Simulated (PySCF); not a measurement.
A PySCF script (with the pyscf-properties extension) for the NMR shieldings of `InChI=1S/C6H11NOSi/c7-3-1-6-2-4-9-8-5-6/h6H,1-2,4-5,9H2/t6-/m1/s1`, on a GFN2-xTB geometry:

```python
import basis_set_exchange as bse
import numpy as np
from pyscf import gto, dft
from pyscf.prop import nmr

atoms = """
N     2.918778   -0.943537   -1.743106
C     2.561498   -0.318855   -0.854908
C     2.108239    0.465757    0.265214
C     0.573968    0.462282    0.371241
C     0.036298   -0.960549    0.548247
C    -1.441051   -0.960974    0.945070
Si   -2.415128    0.061350   -0.333701
O    -1.418332    1.271614   -0.770551
C    -0.031040    1.134473   -0.864847
H     2.548136    0.048642    1.175939
H     2.477101    1.488176    0.139854
H     0.287472    1.056443    1.246706
H     0.171075   -1.509429   -0.387847
H     0.625694   -1.474806    1.314649
H    -1.535421   -0.523768    1.941145
H    -1.793404   -1.988608    1.022225
H    -2.737071   -0.798205   -1.477756
H    -3.544741    0.802351    0.203110
H     0.225254    0.553088   -1.760109
H     0.377527    2.145235   -0.983610
"""
names = dict.fromkeys(["N", "C", "Si", "O", "H"], "pcSseg-1")
basis = {el: gto.basis.parse(bse.get_basis(n, elements=[el], fmt="nwchem")) for el, n in names.items()}
mol = gto.M(atom=atoms, basis=basis, charge=0, verbose=0)
mf = dft.RKS(mol, xc="PBE0")
mf.grids.level = 2
mf.grids.alignment = dft.numint.BLKSIZE   # the property module wants whole blocks of grid points
mf.conv_tol = 1e-9
mf.kernel()

calc = nmr.RKS(mf)   # GIAO
C = mf.mo_coeff
Co = C[:, mf.mo_occ > 0]
resp = mf.gen_response(singlet=True, hermi=2)
def vind(x):   # induced exchange potential for any number of trial vectors
    d = np.einsum("pi,xij,qj->xpq", C, 2 * x.reshape(-1, C.shape[1], Co.shape[1]), Co, optimize=True)
    return np.einsum("xpq,pi,qj->xij", resp(d - d.transpose(0, 2, 1)), C, Co, optimize=True).ravel()
mo1, _ = nmr.rhf.solve_mo1(calc, with_cphf=vind)
sigma = calc.kernel(mo1)
for i, s in enumerate(sigma):   # ppm
    w = np.linalg.eigvalsh((s + s.T) / 2)
    print("%2d %-2s iso %8.1f  s11 %8.1f  s22 %8.1f  s33 %8.1f" % (i, mol.atom_pure_symbol(i), w.mean(), *w))
```

Task: What does it print?

Result: 
```
 0 N  iso    -36.5  s11   -207.7  s22   -199.9  s33    298.3
 1 C  iso     64.7  s11    -51.8  s22    -46.2  s33    292.1
 2 C  iso    164.9  s11    155.0  s22    158.1  s33    181.7
 3 C  iso    146.7  s11    135.4  s22    143.8  s33    160.9
 4 C  iso    155.5  s11    146.5  s22    150.7  s33    169.2
 5 C  iso    173.7  s11    164.0  s22    170.7  s33    186.4
 6 Si iso    372.9  s11    346.9  s22    350.4  s33    421.3
 7 O  iso    315.7  s11    249.0  s22    333.7  s33    364.4
 8 C  iso    114.9  s11     90.2  s22    106.7  s33    147.9
 9 H  iso     29.5  s11     24.8  s22     27.9  s33     35.8
10 H  iso     29.5  s11     24.7  s22     27.7  s33     36.1
11 H  iso     30.2  s11     26.4  s22     29.8  s33     34.4
12 H  iso     29.6  s11     25.6  s22     29.7  s33     33.6
13 H  iso     29.7  s11     23.7  s22     29.9  s33     35.5
14 H  iso     30.7  s11     26.5  s22     28.5  s33     36.9
15 H  iso     30.9  s11     26.2  s22     28.0  s33     38.6
16 H  iso     26.6  s11     23.1  s22     24.6  s33     32.2
17 H  iso     26.9  s11     23.3  s22     24.5  s33     32.8
18 H  iso     27.5  s11     22.7  s22     27.9  s33     32.0
19 H  iso     27.6  s11     21.9  s22     28.9  s33     32.1
```

These numbers come from an equivalent density-fitted implementation of the same equations, which agrees with the script to about 0.01 ppm for H and up to a few tenths of a ppm for heavy atoms, so last digits may differ.

Task: Turn these shieldings into chemical shifts. δ = σ(ref) − σ, references computed at the same level: 15N (267.73 ppm) against NH3; 13C (186.93 ppm), 29Si (349.16 ppm), 1H (31.72 ppm) against TMS; H2O for 17O (336.08 ppm).

Result: Averaging equivalent atoms: N 0: 304.2; C 1: 122.2; C 8: 72.0; C 3: 40.2; C 4: 31.4; C 2: 22.0; C 5: 13.2; Si 6: -23.7; O 7: 20.4; H 16: 5.09; H 17: 4.84; H 18: 4.17; H 19: 4.11; H 10: 2.24; H 9: 2.22; H 12: 2.10; H 13: 2.03; H 11: 1.53; H 14: 1.05; H 15: 0.80 ppm. Experimental scales use liquid or dissolved standards, which lie at an offset from isolated NH3 (liquid NH3: subtract about 20 ppm) and H2O (liquid H2O: subtract about 36 ppm). Unscaled 15N shifts of sp2 nitrogen come out 20 to 40 ppm too high even then.

Size and cost of the density-fitted run: 215 basis functions, 2.5 min wall time on 1 thread of an Intel Xeon, shared host; peak memory 1 GiB.
